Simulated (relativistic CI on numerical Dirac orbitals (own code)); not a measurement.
# Electric-dipole lines of Rb¹⁸⁺

Method of calculation: Dirac-Coulomb-Breit CI, KLI orbitals optimised for each configuration, model QED (radiative potential, 1s self-energy scaled to tabulated hydrogen-like ionisation energies), unscaled Slater integrals (own radial code, finite nucleus).

Configurations in the expansion (outside the closed core [Ne]): 3s²3p⁶3d, 3s²3p⁵3d², 3s3p⁶3d², 3s²3p⁶4s, 3s²3p⁶4p, 3s²3p⁶4d, 3s²3p⁶4f, 3s²3p⁵3d4s, 3s²3p⁵3d4p, 3p⁶3d³, 3p⁵3d⁴. Double excitations out of closed p, d and f shells are left out; levels of such configurations are missing from the list, as are those of other unlisted configurations, and high levels can miss mixing partners. These lack a partner that the ground configuration has and come out too high: 3s²3p⁵3d4s, 3s²3p⁵3d4p.

| λ vac (Å) | Lower | Upper | A (s⁻¹) | log gf | S velocity/length |
| --- | --- | --- | --- | --- | --- |
| 31.991 | 3s²3p⁶3d ²D3/2 [1] | 3s²3p⁵3d4s ²F°5/2 [85] | 8.49e+11 | -0.11 | 0.86 |
| 32.075 | 3s²3p⁶3d ²D3/2 [1] | 3s²3p⁶4f ²F°5/2 [82] | 2.43e+12 | 0.35 | 0.88 |
| 32.213 | 3s²3p⁶3d ²D5/2 [2] | 3s²3p⁶4f ²F°7/2 [84] | 2.62e+12 | 0.51 | 0.86 |
| 32.321 | 3s²3p⁶3d ²D5/2 [2] | 3s²3p⁵3d4s ⁴D°7/2 [80] | 1.29e+12 | 0.21 | 0.90 |
| 32.403 | 3s²3p⁶3d ²D3/2 [1] | 3s²3p⁵3d4s ²F°5/2 [79] | 6.50e+11 | -0.21 | 0.91 |
| 32.647 | 3s²3p⁶3d ²D3/2 [1] | 3s²3p⁵3d4s ⁴F°5/2 [75] | 4.06e+11 | -0.41 | 0.93 |
| 32.739 | 3s²3p⁶3d ²D5/2 [2] | 3s²3p⁵3d4s ²F°7/2 [77] | 6.10e+11 | -0.11 | 0.91 |
| 85.111 | 3s²3p⁶3d ²D3/2 [1] | 3s²3p⁵3d² ²D°3/2 [46] | 5.73e+11 | 0.40 | 0.61 |
| 85.410 | 3s²3p⁶3d ²D3/2 [1] | 3s²3p⁵3d² ²P°3/2 [45] | 2.40e+11 | 0.02 | 0.61 |
| 86.275 | 3s²3p⁶3d ²D5/2 [2] | 3s²3p⁵3d² ²D°5/2 [47] | 7.66e+11 | 0.71 | 0.61 |
| 86.450 | 3s²3p⁶3d ²D5/2 [2] | 3s²3p⁵3d² ²D°3/2 [46] | 2.33e+11 | 0.02 | 0.60 |
| 86.758 | 3s²3p⁶3d ²D5/2 [2] | 3s²3p⁵3d² ²P°3/2 [45] | 4.45e+11 | 0.30 | 0.60 |
| 87.003 | 3s²3p⁶3d ²D3/2 [1] | 3s²3p⁵3d² ²P°1/2 [44] | 6.18e+11 | 0.15 | 0.60 |
| 88.079 | 3s²3p⁶4p ²P°3/2 [66] | 3s²3p⁵3d4p ²D5/2 [176] | 6.32e+11 | 0.64 | 0.60 |
| 92.703 | 3s²3p⁶3d ²D5/2 [2] | 3s²3p⁵3d² ²F°7/2 [43] | 3.45e+11 | 0.55 | 0.63 |
| 95.420 | 3s²3p⁶3d ²D3/2 [1] | 3s²3p⁵3d² ²F°5/2 [41] | 3.19e+11 | 0.42 | 0.62 |
| 131.73 | 3s²3p⁵3d² ²H°11/2 [21] | 3s3p⁶3d² ²G9/2 [58] | 7.46e+10 | 0.29 | 0.69 |
| 136.22 | 3s²3p⁵3d² ⁴G°11/2 [9] | 3s3p⁶3d² ⁴F9/2 [51] | 6.74e+10 | 0.27 | 0.73 |
| 137.68 | 3s²3p⁵3d² ⁴G°9/2 [7] | 3s3p⁶3d² ⁴F7/2 [50] | 6.51e+10 | 0.17 | 0.74 |
| 139.84 | 3s²3p⁵3d² ⁴G°7/2 [8] | 3s3p⁶3d² ⁴F5/2 [49] | 5.31e+10 | -0.03 | 0.73 |

Terms are leading LS components. Brackets give the number of a level in order of energy, since labels repeat. The list gives strong lines, with weight on those to low levels, among the lowest 200 of 357 levels, so that lines to higher ones, which can be the strongest, are missing. Levels whose partners in the same complex of configurations lie outside the list can be far off, and so can their lines. Rates are taken at the computed energies, electric ones in the length gauge. A velocity-to-length ratio far from 1 marks an uncertain rate.

At this charge energies of transitions that change n are usually good to better than 1 %, and those within a shell (Δn = 0) to a few per cent.

LS names give the leading component of a level, which can be under half, so a name can repeat, a term be missing and a line seem to break the LS rules.
